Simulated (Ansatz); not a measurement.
Diatomic BaRe, multiplicity 6 (lowest of 2S+1 = 2, 4, 6 at CCSD(T)/def2-TZVPP on PBE0 minima; our sources give no spin for the ground state, which may be another). No spin–orbit coupling. The T1 diagnostic near the minimum is 0.069, so single-reference values are doubtful.

Constants: fifth-degree fit in 1/R to seven points, most abundant isotopes. In def2 and cc sets the state is the lowest found near the PBE0 minimum, followed along R.

Codes used: Ansatz (a program for electronic structure) with Gaussian orbitals. Each number belongs to the level named beside it. In def2 rows elements past Kr take small-core potentials, without spin–orbit coupling.

Energies at wB97M-V/def2-TZVPP:

| R (Å) | E (hartree) |
|---|---|
| 2.867425 | -103.46856652 |
| 2.944506 | -103.47051644 |
| 3.015421 | -103.47139963 |
| 3.095585 | -103.47151090 |
| 3.175750 | -103.47083567 |
| 3.268247 | -103.46926200 |
| 3.376161 | -103.46658413 |

**Question.** With a reduced mass of 79.3637 u, find the minimum, the force constant and the constants.

**Answer.** A fifth-degree polynomial in 1/R puts the minimum at r_e = 3.0653 Å with force constant 57.2 N/m. Then ω_e = (1/2πc)√(k/μ) = 111 cm⁻¹ and B_e = h/(8π²cμr_e²) = 0.02261 cm⁻¹; the cubic and quartic terms give α_e = 3.9e-5 and ω_e x_e = 0.14 cm⁻¹.

Doubts at one or more of the structures used: a spin-contaminated determinant (wB97M-V/def2-TZVPP).
